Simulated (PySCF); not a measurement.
B(Me)3 cation (C3H9B), SMILES B(C)(C)C (connectivity only; charge and spin as stated), charge +1, multiplicity 2. Geometry: PBE-D3(BJ)/def2-SVP. The spin state was assumed, not searched. The isomer is the one that the SMILES or the coordinates give; other isomers of the formula were not compared.

All values below come from PBE-D3(BJ)/def2-SVP (PySCF).

Harmonic wavenumbers (cm⁻¹): 84, 143, 149, 268, 328, 347, 561, 573, 580, 625, 706, 787, 809, 822, 1076, 1130, 1192, 1208, 1246, 1302, 1313, 1347, 1365, 1380, 2903, 2908, 2947, 3024, 3027, 3033, 3060, 3137, 3142. Rotational constants (GHz): 8.385, 6.391, 3.915; symmetry number 1.

Question: Work out the zero-point energy and the ideal-gas rigid-rotor harmonic-oscillator thermochemistry at 298.15 K and 1 atm.

Answer: ZPE = ½ Σ hcν = ½ × 46521 cm⁻¹ = 66.50 kcal/mol. H − E(el) = 71.66 kcal/mol. Entropy in cal/(mol K): translation 37.99, rotation 24.84, vibration 16.47, spin 1.38, total 80.68. G − E(el) = 47.61 kcal/mol. Cp = 27.45 cal/(mol K). Modes under 150 cm⁻¹ make the vibrational entropy uncertain.
